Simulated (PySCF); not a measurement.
# Static response to an electric field

Species: C₅H₁₄GeO.
Cartesian coordinates in Å at the PBE0-D3(BJ)/def2-SVP level; atoms count from 1:
```xyz
21
C5H14GeO angstrom
C     -2.9443    0.1995    0.9005
C     -1.8158   -0.8192    0.9241
C     -0.5482   -0.3168    0.2472
C      0.6623   -1.2382    0.3704
C      0.4602   -2.5883   -0.2907
O      1.7984   -0.6514   -0.2301
Ge     2.6892    0.6780    0.5556
H     -2.6564    1.1279    1.4198
H     -3.2122    0.4723   -0.1329
H     -3.8517   -0.1876    1.3883
H     -1.5858   -1.0941    1.9694
H     -2.1543   -1.7492    0.4372
H     -0.2801    0.6648    0.6799
H     -0.7315   -0.1333   -0.8265
H      0.8535   -1.4061    1.4532
H      1.3880   -3.1744   -0.2275
H     -0.3468   -3.1601    0.1903
H      0.2126   -2.4546   -1.3554
H      2.7320    0.3988    2.0738
H      4.0867    0.6410   -0.0763
H      2.0076    2.0351    0.2867
```

Level: wB97X-D/def2-SVPD (PySCF), static field, nuclei fixed, core orbitals frozen in the response. The polarisability tensor in these axes (au):

```
x   108.44   3.33  -2.29
y     3.33  96.69   1.81
z    -2.29   1.81  85.92
```

Q: Diagonalise the tensor; give its mean and Δα, where Δα² is half the sum of the squared differences of the eigenvalues.

A: Principal values 85.28, 96.32 and 109.45 au; mean 97.02 au = 14.38 Å³ = 16.00 × 10⁻⁴⁰ C²·m²/J; Δα = 20.96 au (22 % of the mean).

Q: What is the dipole moment, and where does it point?

A: (-0.50, 0.37, 1.00) D, 1.18 D in size, pointing from the negative to the positive side. Measured along this direction, the outermost atoms are H18 at the negative end and H10 and H8 at the positive end.

Q: Find the Langevin capture rate constant for O2+ (31.990 u) meeting this molecule (164.026 u), k = 2.342 × 10⁻⁹ cm³/s × √(α in Å³ / reduced mass in u).

A: The reduced mass is 26.77 u, so k = 1.72 × 10⁻⁹ cm³/s. The formula leaves out the permanent dipole, which adds to the capture rate.

Q: In TDDFT the mean static polarisability is Σ f/ω² over all singlet excitations (ω in hartree). How much of it do the 10 lowest give? Their energies (eV) and oscillator strengths: 6.81, 0.0040; 7.46, 0.0281; 7.73, 0.0498; 8.00, 0.0098; 8.28, 0.0288; 8.43, 0.0284; 8.51, 0.0128; 8.64, 0.0284; 8.69, 0.0264; 8.83, 0.0089.

A: They add up to 2.53 au, 2.6 % of the 97.02 au; the largest single term is 0.62 au, from the state at 7.73 eV. Terms in order: 0.06, 0.37, 0.62, 0.11, 0.31, 0.30, 0.13, 0.28, 0.26, 0.08 au. Higher excitations give the rest. The strengths listed sum to 0.225.

Q: What would n − 1 = 2πNα be for an ideal gas of these molecules at 500 K and 1 atm, electronic part alone?

A: N = p/kT = 1.4678 × 10¹⁹ cm⁻³, so n − 1 = 2π × N × 14.38 × 10⁻²⁴ cm³ = 1326 × 10⁻⁶ at long wavelengths, for an ideal gas.

Q: What depolarisation ratio follows for Rayleigh scattering of linearly polarised light, taking the static tensor?

A: ρ = 3Δα²/(45ᾱ² + 4Δα²) = 1318.3/(423567 + 1757.8) = 0.0031.

Q: What molar refraction does this α imply?

A: Lorentz–Lorenz: R = (4π/3)N_A α = 2.5225 cm³/(mol·Å³) × 14.38 Å³ = 36.3 cm³/mol, in the limit of long wavelengths.

Geometry: PBE0-D3(BJ)/def2-SVP, one conformer, isolated molecule. The calculation is non-relativistic, for germanium too.

These values come from a run that also computed excited states and ΔSCF ions. Hardware: one thread of an x86-64 server, shared host. Cost: 4.8 min of wall time.
